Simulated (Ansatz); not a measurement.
Species: CH₆BN₂O, net charge -1, singlet state. It need not be the lowest isomer of its formula. Whether it binds its extra electron was not tested at this geometry. 
Structure (B3LYP-D3(BJ)/def2-TZVP (Ansatz, a first-principles code) minimum search):
SMILES: COB([NH-])N
```xyz
11

C      1.8315    -0.4345    -0.1560
O      0.4875    -0.7407    -0.3835
B     -0.4842     0.2057     0.1083
N     -0.1106     1.3668     0.7392
N     -1.8503    -0.3355    -0.1751
H      2.0985     0.5555    -0.5467
H      2.4504    -1.1976    -0.6490
H      2.0762    -0.4194     0.9150
H     -0.9079     1.9313     1.0273
H     -1.8924    -0.9567    -0.9734
H     -2.5661     0.3713    -0.2593
```
Charge -1, spin multiplicity 1.

Basis-set convergence of Hartree-Fock and MP2 correlation energies (hartree) with Ansatz. Correlated levels leave the core frozen unless marked. No spin-orbit coupling. Non-relativistic.

```tsv
basis	functions	E(HF)	E(corr, MP2)
aug-cc-pVDZ	169	-249.92097	-0.81379
aug-cc-pVTZ	368	-249.98323	-0.97899
aug-cc-pVQZ	676	-249.99865	-1.03634
```

Extrapolating the two largest sets (X = 3 and 4) as X^-3: E(corr) = (64·(-1.03634) - 27·(-0.97899))/37 = -1.0782 Eh, an estimate of the basis-set limit. The largest set recovers 96.1 % of it, the smallest 75.5 %.
